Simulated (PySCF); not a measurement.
**H₂IrO: breathing scan**

Computed with UPBE0 in PySCF with Ir def2-TZVP with ECP60, O def2-TZVP, H def2-TZVP; scalar-relativistic core potentials, no spin–orbit coupling; density-fitted integrals.

Rigid scan from the doublet minimum (Ir–H 1.572 Å (×2), Ir–O 1.687 Å; H–Ir–H 105.3°, H–Ir–O 114.3° (×2)). Coordinate: all bonds to the central atom scaled together. Energies in kJ/mol from the minimum.

(1) Predict the curve at 0.88, 0.92, 0.96, 1.00, 1.04, 1.08, 1.14, 1.22, 1.35.

Results:

(1) 
```
scale of all bonds to the centre  E (kJ/mol)  dipole size (D)  ⟨S²⟩
                            0.88       264.0             1.15  0.75
                            0.92       103.6             1.55  0.76
                            0.96        22.9             1.91  0.76
                            1.00         0.0             2.23  0.76
                            1.04        18.1             2.49  0.76
                            1.08        64.7             2.70  0.76
                            1.14       167.6             2.88  0.77
                            1.22       329.2             2.71  0.85
                            1.35       571.1             2.51  1.50
```

Spin contamination is strong at 1.35, so these points are less reliable.

Other spin states or occupations of the open shell can lie lower. With an element this heavy the missing spin–orbit coupling can shift these numbers.

Other isomers or separated fragments may lie lower.

The scan took 18 s on 2 threads of a shared Arm Neoverse V2 host; the process peaked at 0.93 GiB. Launch command: `OMP_NUM_THREADS=2 python axn.py task.json out`.
